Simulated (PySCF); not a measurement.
**Computed properties of Si(H)(Cl)(OH)2 (ClH3O2Si), SMILES O[SiH](Cl)O**

Si(H)(Cl)(OH)2 (ClH3O2Si), SMILES O[SiH](O)Cl. The structure is a stationary point at PBE0-D3(BJ)/def2-SVP. The values are those of a single conformer. All values are computed for the isolated molecule unless a solvent is named; none is compared with measurement here.

**Structure.** All 15 harmonic modes at PBE0-D3(BJ)/def2-SVP (PySCF) are real, so it is a minimum. With heavy atoms numbered as in [SiH:1]([OH:2])([OH:3])[Cl:4], the shortest bond between them is Si1–O2 at 1.640 Å and the longest Si1–Cl4 at 2.073 Å.

**Vibrations.** The strongest infrared lines (harmonic, unscaled, degenerate partners summed) lie at 873 cm⁻¹ (277 km/mol, H 58 %, O 24 %, Si 18 %), 993 cm⁻¹ (190 km/mol, Si 48 %, O 40 %, H 12 %), 3927 cm⁻¹ (124 km/mol, H 94 %). The softest mode is at 157 cm⁻¹ and the zero-point energy is 24.6 kcal/mol.

**Electronic structure.** r2SCAN/def2-TZVPD (PySCF) places the frontier levels at -8.14 and -0.25 eV, a gap of 7.89 eV, and gives a dipole moment of 1.34 D and a mean polarisability of 47.9 bohr³.

**Excitations.** TDDFT-B3LYP/def2-SVPD (PySCF) has S1 at 7.78 eV (159 nm, f = 0.022, weak); the most intense of the 10 singlets computed lies at 8.94 eV (f = 0.06). T1 (TDA) is at 7.57 eV. No vertical singlet excitation falls in the visible range (under 3.1 eV).

**NMR.** GIAO shifts at PBE0/pcSseg-1 (PySCF) (non-relativistic, atoms alike by connectivity averaged): ¹H from 2.4 to 5.3 ppm against TMS; ²⁹Si at -27.9 ppm against TMS. Without spin–orbit terms, shifts of atoms bonded to Cl or Br come out too high.
